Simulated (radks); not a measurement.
Coulomb parameter of the 3d shell of the cobalt ion Co3+ in the model configuration [Ar] 3d4 4p2, as a second difference U = [E(n + 0.5) + E(n - 0.5) - 2 E(n)] / (0.5)^2 with all orbitals relaxed. "Bare": the charge of the atom changes with n. "Screened": the 4p shell takes up the change at fixed total charge, which measures U(3d,3d) + U(4p,4p) - 2 U(3d,4p). Method: scalar-relativistic Kohn-Sham, r2SCAN, spin-unpolarised, spherical densities, finite nucleus; meta-GGA in the generalised Kohn-Sham scheme; Fermi nuclear charge, rms radius 3.7875 fm; computed with a radial shooting solver on a logarithmic mesh with Libxc functionals.

case              configuration  E - E(n) (eV)
start              [Ar] 3d4 4p2          0.000
bare +0.5        [Ar] 3d4.5 4p2        -29.235
bare -0.5        [Ar] 3d3.5 4p2         34.594
screened +0.5  [Ar] 3d4.5 4p1.5        -15.935
screened -0.5  [Ar] 3d3.5 4p2.5         17.657

U(bare) = 21.434 eV, U(screened by 4p) = 6.889 eV, against the Slater integral F0(3d,3d) = 29.460 eV with frozen orbitals.
